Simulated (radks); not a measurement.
Spherical jellium clusters: N electrons in a uniform positive sphere of charge N and radius rs N^(1/3), rs = 5.01 bohr. Calculated with a radial shooting solver with Libxc functionals: non-relativistic Kohn-Sham, PBEsol, spin-polarised, spherical densities. Levels are named by radial order and angular momentum (1s, 1p, 1d, 2s, ...), and open shells are averaged over m.

N = 5, configuration 1s2 1p(up 3, down 0). This is the lowest configuration that the search found. Occupied levels:

level,occupation,eigenvalue (eV),<r> (bohr)
1s up,1,-3.5470,6.011
1s down,1,-3.0043,5.528
1p up,3,-2.5714,7.156

Energy (eV): total -8.37575, kinetic 6.3211, external -93.637, Hartree 46.245, exchange-correlation -14.949, background 47.645.
